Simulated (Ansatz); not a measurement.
```json
{"atom": "C", "x (Å)": "-0.0258", "y (Å)": "-0.0088", "z (Å)": "-1.1099"}
{"atom": "S", "x (Å)": "0.0283", "y (Å)": "-0.0187", "z (Å)": "0.6579"}
{"atom": "H", "x (Å)": "-0.0118", "y (Å)": "-1.1245", "z (Å)": "-1.4832"}
{"atom": "H", "x (Å)": "-0.9293", "y (Å)": "0.4768", "z (Å)": "-1.5148"}
{"atom": "H", "x (Å)": "0.8967", "y (Å)": "0.4321", "z (Å)": "-1.5932"}
{"atom": "H", "x (Å)": "-0.0475", "y (Å)": "1.2636", "z (Å)": "0.8444"}
```

Basis set: aug-cc-pVDZ (spherical functions). Frozen core: 6 orbitals. Charge 0, multiplicity 1.

Computed with Ansatz (development build ahead of 0.2.0); each method stands on the lowest determinant of its kind that the runs found. Restricted open shells among the atoms or ions are ROHF, correlated in semicanonical orbitals with singles.

(1) Give the atomization energy at this shape (free ground-state atoms in the same class of orbitals less the molecule, no zero-point energy) of singlet CH₄S by RHF-MP2, RHF.

## Answers

(1)

```csv
method,atomization energy
RHF-MP2,18.98 eV
RHF,14.89 eV
```
